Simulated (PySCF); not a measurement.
SMILES CO[SiH2][SiH2][GeH3], GFN2-xTB optimised geometry.

```
15

C      2.41     0.58     0.00
O      1.02     0.58     0.00
Si     0.02     1.88     0.00
Si    -1.87     0.57     0.04
Ge    -1.05    -1.62    -0.11
H      2.80     1.11     0.87
H      2.80     1.06    -0.90
H      2.75    -0.46     0.03
H      0.31     2.72    -1.18
H      0.35     2.74     1.15
H     -2.80     0.86    -1.07
H     -2.68     0.74     1.25
H     -0.17    -2.04     1.03
H     -0.21    -1.89    -1.32
H     -2.07    -2.74    -0.16
```

Density from CAM-B3LYP/def2-TZVP run with PySCF at that geometry.

Minimum of the electron density along straight lines between bonded atoms, close to the bond critical point (lines longer than 1.1 times the sum of covalent radii, or with two minima, are not listed):

```tsv
bond	length / Å	ρ at the minimum / e bohr⁻³	∇²ρ there / e bohr⁻⁵	position (fraction from the first atom)
C1–O2	1.395	0.265	-0.53	0.35
O2–Si3	1.637	0.139	0.87	0.59
Si3–Si4	2.300	0.102	-0.20	0.52
Si4–Ge5	2.342	0.095	-0.17	0.44
C1–H6	1.093	0.285	-1.01	0.65
C1–H7	1.093	0.285	-1.01	0.65
C1–H8	1.090	0.288	-1.04	0.65
Si3–H9	1.472	0.125	0.16	0.49
Si3–H10	1.472	0.125	0.16	0.49
Si4–H11	1.470	0.122	0.18	0.49
Si4–H12	1.470	0.122	0.18	0.49
Ge5–H13	1.500	0.140	0.09	0.60
Ge5–H14	1.501	0.140	0.09	0.60
Ge5–H15	1.510	0.137	0.09	0.59
```
